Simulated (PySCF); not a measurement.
From one molecule to another.

First species: C4H10N2OSi.
SMILES: `CO[C@@H]1C=NN([SiH3])C1`

Second species: C5H6NPS.
Numbering: `[S:1]=[PH2:2][c:3]1[cH:4][cH:5][cH:6][cH:7][n:8]1` (hydrogens: H9, H10 on P2; H11 on C4; H12 on C5; H13 on C6; H14 on C7)

Cartesian coordinates in Å at the GFN2-xTB level; atoms count from 1:
```xyz
14
C5H6NPS angstrom
S      3.252    1.303    0.903
P      2.375   -0.228    0.134
C      0.579   -0.100   -0.098
C     -0.132    1.037    0.253
C     -1.502    1.031    0.039
C     -2.082   -0.101   -0.512
C     -1.270   -1.185   -0.825
N      0.034   -1.188   -0.623
H      2.487   -1.450    0.800
H      2.794   -0.658   -1.125
H      0.390    1.883    0.679
H     -2.102    1.890    0.299
H     -3.144   -0.145   -0.696
H     -1.680   -2.089   -1.255
```

Levels: B3LYP/def2-SVPD for HOMO energy, LUMO energy, HOMO–LUMO gap and static isotropic polarisability; TDDFT B3LYP/def2-SVPD for lowest singlet excitation; TDA B3LYP/def2-SVPD for lowest triplet excitation (Tamm–Dancoff). Geometries: GFN2-xTB. All species are isolated and taken at one optimised geometry, non-relativistic unless stated; the electronic structure was computed with PySCF and density fitting.

Dipoles, sizes and rotational constants follow the conformer. The torsions of the flexible species, by atom-mapped SMILES:
- `[S:1]=[PH2:2][c:3]1[cH:4][cH:5][cH:6][cH:7][n:8]1`: S1–P2–C3–C4 0°

The conformers of `CO[C@@H]1C=NN([SiH3])C1` aren't listed.

Values for the first species:

```
HOMO energy                              : -6.03 eV
LUMO energy                              : -0.25 eV
HOMO–LUMO gap                            : 5.78 eV
Lowest singlet excitation                : 5.19 eV
Lowest triplet excitation (Tamm–Dancoff) : 3.62 eV
Static isotropic polarisability          : 94.6 au
```

(1) Estimate the same properties for the second species, and the change in each.

Results:

(1) 
```json
{"property": "HOMO energy", "first": "-6.03 eV", "second": "-6.51 eV", "second less first": "-0.48 eV"}
{"property": "LUMO energy", "first": "-0.25 eV", "second": "-1.89 eV", "second less first": "-1.64 eV"}
{"property": "HOMO–LUMO gap", "first": "5.78 eV", "second": "4.62 eV", "second less first": "-1.16 eV"}
{"property": "lowest singlet excitation", "first": "5.19 eV", "second": "3.85 eV", "second less first": "-1.34 eV"}
{"property": "lowest triplet excitation (Tamm–Dancoff)", "first": "3.62 eV", "second": "3.69 eV", "second less first": "+0.07 eV"}
{"property": "static isotropic polarisability", "first": "94.6 au", "second": "109.9 au", "second less first": "+15.3 au"}
```

On the first: In wavenumbers S1 is 41800 cm⁻¹ (1 eV = 8065.54 cm⁻¹). The principal polarisabilities are 74.5, 89.9 and 119.6 au; their mean is the isotropic value.

On the second: S1 lies 0.77 eV below the HOMO–LUMO gap; its leading configuration is HOMO−1→LUMO, weight 0.98. The principal polarisabilities are 70.6, 109.8 and 149.3 au; their mean is the isotropic value.
